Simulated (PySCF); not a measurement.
**How methods differ on the ionisation energy of O+**

O+ [He] 2s2 2p3 (4S) → O(2+) [He] 2s2 2p2 (3P), as a difference of total energies. Computed with PySCF 2.14 in x2c-TZVPPall with one added diffuse shell each of s, p, d type (6s4p3d1f, 40 functions), with the spin-free X2C one-electron Hamiltonian (Gaussian nucleus). Correlated levels: valence: 1s2 frozen. The calculations carry no spin-orbit coupling.

| method | ionisation energy (eV) |
| --- | --- |
| UHF | 34.574 |
| MP2 (valence) | 35.193 |
| SCS-MP2 (valence) | 34.941 |
| CCSD (valence) | 35.017 |
| CCSD(T) (valence) | 35.025 |
| CCSDT (valence) | 35.024 |

Task: How much does correlation contribute at CCSD(T) (valence)?

Result: 35.025 − (34.574) = 0.451 eV, measured against UHF.

A first-order spin-orbit estimate (lowest level to lowest level, LS coupling) adds -0.028 eV.

Errors of the correlated levels include the incompleteness of this basis and the frozen core.

For comparison: 35.121 eV (measured; NIST Atomic Spectra Database, ionization energies).
